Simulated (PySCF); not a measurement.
Al(Cl)(Me)(Et) (C3H8AlCl), SMILES C[CH2][Al]([CH3])[Cl].

The structure is a stationary point at B3LYP-D3(BJ)/def2-SVP. The structure was generated by enumeration; whether it is a known compound was not checked. The values are those of a single conformer.

Computed with PySCF 2.14.0 with B3LYP-D3(BJ)/def2-SVP.

Frequencies are harmonic and unscaled.

```
mode  ν (cm⁻¹)  IR (km/mol)  Raman (Å⁴/amu)  depolarisation  moving atoms (share of kinetic energy)
----  --------  -----------  --------------  --------------  --------------------------------------
1           19          0.0             0.1            0.75                          H 68 %, C 29 %
2           35          0.0             0.0               –                          H 86 %, C 14 %
3           99          1.9             1.0            0.74         C 41 %, Cl 31 %, H 20 %, Al 8 %
4          141          5.1             0.0               –                 H 50 %, Al 35 %, C 11 %
5          157          5.6             2.4            0.73        C 41 %, H 27 %, Cl 22 %, Al 10 %
6          235          5.1             0.1            0.75                 H 65 %, Al 23 %, C 10 %
7          298         10.4             3.5            0.45                 C 60 %, H 21 %, Al 16 %
8          441         17.1            20.1            0.08        Cl 40 %, C 37 %, Al 12 %, H 11 %
9          539          1.8             1.2            0.75                          H 82 %, C 18 %
10         588         36.2             7.0            0.29         H 32 %, Al 30 %, C 30 %, Cl 8 %
11         658         64.4             0.3            0.75                  H 71 %, C 20 %, Al 9 %
12         679         79.8             4.1            0.32                 Al 46 %, C 36 %, H 18 %
13         717        143.0             0.6            0.12                 H 53 %, Al 24 %, C 22 %
14         921          2.6             0.0               –                                  H 92 %
15         957          5.0             3.9            0.44                          H 83 %, C 16 %
16        1035         23.2             4.4            0.63                          C 73 %, H 27 %
17        1217         14.0             5.3            0.06                          H 76 %, C 23 %
18        1222         10.8             3.0            0.31                          H 64 %, C 36 %
19        1239          1.5             2.0            0.75                          H 77 %, C 23 %
20        1400          5.2             6.0            0.73                          H 84 %, C 16 %
21        1420          3.4            12.5            0.75                           H 91 %, C 8 %
22        1426          0.0            10.7            0.74                                  H 94 %
23        1427          1.7             9.5            0.75                                  H 95 %
24        1471          3.9            13.1            0.74                                  H 96 %
25        1481          5.6            19.4            0.75                                  H 97 %
26        2991         17.9            97.5            0.18                                  H 95 %
27        3017          5.4           124.1            0.00                                  H 97 %
28        3020         40.7           194.8            0.03                                  H 97 %
29        3025         11.6           104.0            0.75                           H 91 %, C 9 %
30        3092         27.8           106.3            0.72                           H 91 %, C 9 %
31        3098          4.4           101.1            0.75                           H 91 %, C 9 %
32        3105         24.3            44.4            0.75                           H 91 %, C 9 %
33        3114          8.4            98.1            0.75                           H 91 %, C 9 %
```
